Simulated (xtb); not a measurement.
IZn (SMILES [Zn+][I]), charge +1, singlet, geometry from GFN2-xTB (such geometries of metal compounds can be far from the true shape).

Here is a job for xtb.
```
$ xtb mol.xyz --gfn 2 --chrg 1 --json

# file mol.xyz
2

Zn    -0.00000000    -0.00000000    -1.52043851
I      0.00000000     0.00000000     0.86062557
```

### Question
What does this run give for the partial charges in atom order, HOMO-LUMO gap, total energy?

### Answer

```json
{
  "partial_charges_in_atom_order": "Zn1 0.51, I2 0.49",
  "HOMO-LUMO gap": "1.75 eV",
  "total_energy": "-3.871686 Ha"
}
```
